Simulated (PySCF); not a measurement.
## From computed data to an observable: chemical shift, span and skew from a shielding tensor

C₃H₄ClNSi, SMILES C1[Si@H](C=NC=1)Cl. Atoms are numbered in the order given.

```xyz
10

Cl    -1.7317    -0.8411     0.9654
Si    -0.3983    -0.2835    -0.5209
C      1.3626    -0.8031    -0.2371
C      2.0709     0.3449    -0.1517
N      1.4218     1.6230    -0.2524
C      0.1477     1.5413    -0.4189
H     -0.9841    -0.6781    -1.8320
H      1.8341    -1.7850    -0.1635
H      3.1555     0.3988    -0.0014
H     -0.4297     2.4731    -0.5095
```

Geometry optimised at r2SCAN-D4/def2-SVP. The structure was generated by enumeration; whether it is a known compound was not checked.

GIAO shieldings from PBE/pcSseg-1 (PySCF), non-relativistic, no solvent. The symmetric part of the tensor of Si2 has the principal values 265.5, 353.2, 419.1 ppm. The same nucleus in TMS has σ = 335.4 ppm at this level (PySCF, at its B3LYP-D3(BJ)/def2-TZVP geometry). Without spin–orbit terms, shifts of atoms bonded to Cl or Br come out too high.

Problem. Work out the isotropic shielding, the ²⁹Si shift against TMS, the span and the skew.

Solution. 
σ(iso) = (σ11 + σ22 + σ33)/3 = 345.9 ppm. δ = σ(ref) − σ(iso) = 335.4 − (345.9) = -10.5 ppm.
Span Ω = σ33 − σ11 = 153.6 ppm. Skew κ = 3(σ(iso) − σ22)/Ω = -0.14. Tumbling in solution averages the tensor to δ; in a static solid the shielding alone would spread this spin-1/2 line over Ω.
